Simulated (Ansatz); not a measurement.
The same group exchange along the group B, Al, Ga, In.

Program: Ansatz. Geometries: PBE0-D4/def2-TZVP. ΔE: electronic, gas phase. CCSD(T)/CBS is the MP2 limit (def2-TZVPP, def2-QZVPP) plus CCSD(T) − MP2 in def2-TZVPP, frozen cores. This one scheme is used for every species. Double bonds are as drawn, so ΔE can hold a change between cis and trans. DFT in def2-TZVPP. Elements past krypton have def2 core potentials. For Ga, In outer-core shells are correlated without core-valence functions, which leaves a few kJ/mol of doubt a bond. Scalar relativity is left out up to krypton. Each species was taken in one conformer, which may not be the lowest.

| reaction | B97M-V (eV) | PBE-D4 (eV) | r2SCAN-D4 (eV) | B2PLYP (eV) |
| --- | --- | --- | --- | --- |
| `BSC` + `C=NO` → `C/C=N/O` + `BS` | -0.28 | -0.23 | -0.26 | -0.27 |
| `C[S][AlH2]` + `C=NO` → `C/C=N/O` + `[AlH2][SH]` | -0.44 | -0.39 | -0.42 | -0.42 |
| `C[S][GaH2]` + `C=NO` → `C/C=N/O` + `[SH][GaH2]` | -0.43 | -0.36 | -0.40 | -0.40 |
| `C[S][InH2]` + `C=NO` → `C/C=N/O` + `[SH][InH2]` | -0.47 | -0.41 | -0.45 | -0.45 |

Question: Give the CCSD(T)/CBS values in the same order. (An estimate is asked.)

Answer: Computed: -0.25, -0.41, -0.37, -0.41 eV.

Largest T1 diagnostic: 0.015, for `BS`.
